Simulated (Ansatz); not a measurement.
```xyz
9

N    -1.7659    1.1058    1.3542
C    -0.8836    0.3781    0.8610
O    -0.9270   -0.9645    0.4134
Si    0.6104   -0.3140    0.1646
N     1.1782   -0.0260   -1.3890
H    -2.6545    0.6066    1.4408
H     1.7108   -0.8901    0.9592
H     2.0888   -0.3230   -1.6943
H     0.6427    0.4270   -2.1099
```

The species carries charge 0 and has multiplicity 1.

Task: List the PBE/def2-TZVPP orbital energies in eV (Ansatz). (Best estimate.)

Result: The calculation gave: Occupied: -1780.69, -510.73, -380.94, -379.85, -270.86, -138.34, -95.11, -95.06, -95.05, -26.18, -22.01, -21.89, -14.31, -13.39, -13.05, -12.03, -11.05, -10.30, -9.14, -7.94, -6.97, -6.69, -5.87. Lowest empty: -1.22, -0.59, -0.13, 0.75, 1.12, 1.37, 1.71, 2.96.
